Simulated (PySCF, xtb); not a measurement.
B(F)(OMe)(OSiH3) (CH₆BFO₂Si), SMILES COB(F)O[SiH3].

GFN2-xTB (xtb) at its own geometry gives an orbital gap of 6.43 eV and a dipole moment of 1.95 D.

Geometry optimised at r2SCAN-D4/def2-SVP. This is a generated structure with no PubChem entry under its InChIKey; it may be hypothetical. The values are those of a single conformer.

Question: What does PBE/def2-TZVP (PySCF) give? (The exact figures need the calculation; the answer reports its results.)

Answer: gap 6.59 eV (levels -7.32 and -0.73 eV), dipole 1.74 D.
